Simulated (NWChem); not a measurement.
# C2H5O2, doublet; SMILES [O]CCO

Computed with NWChem. Pople sets run with spherical d functions. Spin-unrestricted. No stability test was run on the SCF state. Level UHF/6-31G*: optimisations from one semi-empirical or force-field start; each run changes one setting, and all end within 0.3 mHa of each other. One conformer.

```tsv
setting	optimisation steps
redundant internal coordinates, default thresholds	12
loose thresholds	6
tight thresholds	27
Cartesian coordinates	21
no line search	19
```
